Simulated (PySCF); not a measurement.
**Assigning NMR signals**

Structure with atom numbers: `[CH2:1]=[CH:2][C:3](=[CH2:4])/[CH:5]=[CH:6]/[Cl:7]` (H(Xn): hydrogen on atom n). Ha(C4) is cis to C2; Ha(C1) is cis to C3; Hb(C4) is trans to C2; Hb(C1) is trans to C3.

PySCF calculation with σ from GIAO-PBE0/pcSseg-1 and geometry: GFN2-xTB; a single conformation, non-relativistic, in vacuum.

δ = σ(ref) − σ, references computed at the same level: ¹³C (σref 186.93), ¹H (σref 31.72) vs TMS.

**Question.** Assign these signals to the numbered atoms. ¹³C{¹H} NMR (computed): δ 149.8, 144.5, 140.3, 138.7, 126.9, 122.9.

**Answer.** 
```tsv
δ (ppm)	atoms	environment	reason
149.8	C3	fully substituted alkene carbon	as expected for a trigonal carbon in a double bond
144.5	C2	alkene CH	the olefinic region
140.3	C5	alkene CH	–
138.7	C6	alkene CH	–
126.9	C1	terminal =CH2 carbon	the olefinic region
122.9	C4	terminal =CH2 carbon	–
```

C5 and C6 lie closer than the usual error of such a calculation, so a measured spectrum could show them in the other order.

**Question.** Assign these signals to the numbered atoms. ¹H NMR (500 MHz, computed): δ 6.77 (m, 1H), 6.72 (m, 1H), 6.70 (m, 1H), 5.90 (m, 1H), 5.67 (m, 1H), 5.33 (m, 1H), 5.30 (m, 1H).

**Answer.** 
```tsv
δ (ppm)	atoms	environment	reason
6.77	H(C6)	hydrogen on an alkene CH	a vinylic proton, deshielded by the sp2 carbon and the C=C anisotropy
6.72	H(C2)	hydrogen on an alkene CH	–
6.70	H(C5)	hydrogen on an alkene CH	–
5.90	Ha(C1)	hydrogen on a terminal =CH2 carbon	attached to an sp2 carbon and in the plane of the double bond
5.67	Hb(C1)	hydrogen on a terminal =CH2 carbon	–
5.33	Hb(C4)	hydrogen on a terminal =CH2 carbon	–
5.30	Ha(C4)	hydrogen on a terminal =CH2 carbon	–
```

H(C6) and H(C2); H(C2) and H(C5); Hb(C4) and Ha(C4) lie closer than the usual error of such a calculation, so a measured spectrum could show them in the other order.

Carbons that carry Cl, above all several Cl atoms, come out too deshielded, partly because spin–orbit coupling is missing. Shifts are as computed. Against solution values, carbons near 30 ppm lie about +3 ppm off and those near 130 ppm about +5 ppm; carbons on Cl a further +6 ppm. Of 1211 compounds with measured shifts, 218 miss one by over three times the rms of a fit or turn the order of signals round; such compounds aren't used in these exercises. Multiplicities follow the n + 1 count of equivalent neighbours, as no J values were calculated; m marks all less simple cases, F and P coupling included.
